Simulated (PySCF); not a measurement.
**Working out the ionisation energy of Kr²⁺**

Kr²⁺ [Ar] 3d10 4s2 4p4 (3P) → Kr³⁺ [Ar] 3d10 4s2 4p3 (4S). All numbers are calculated (PySCF 2.14, the spin-free X2C one-electron Hamiltonian (Gaussian nucleus), in x2c-TZVPall (6s5p4d1f, 48 functions)). Frozen: [Ar] 3d10. Energies in hartree (1 hartree = 27.21139 eV):

| part | Kr²⁺ (lower) | Kr³⁺ (upper) |
| --- | --- | --- |
| UHF | -2786.844918 | -2785.582686 |
| CCSD correlation | -0.126971 | -0.096801 |
| (T) | -0.002968 | -0.002165 |

Problem. What does Hartree-Fock give?

Solution. (-2785.582686) − (-2786.844918) = 1.262232 hartree = 34.347 eV.

Problem. What do CCSD and CCSD(T) give?

Solution. The CCSD correlation energies differ by 0.030170 hartree = 0.821 eV and the triples by 0.000803 hartree = 0.022 eV, so CCSD gives 35.168 eV and CCSD(T) 35.190 eV.

Reference: 35.838 ± 0.02 eV (measured; NIST Atomic Spectra Database, ionization energies), between the lowest levels; spin-orbit coupling is absent from the calculation.

What remains against the reference includes basis incompleteness, the frozen core and higher excitations.
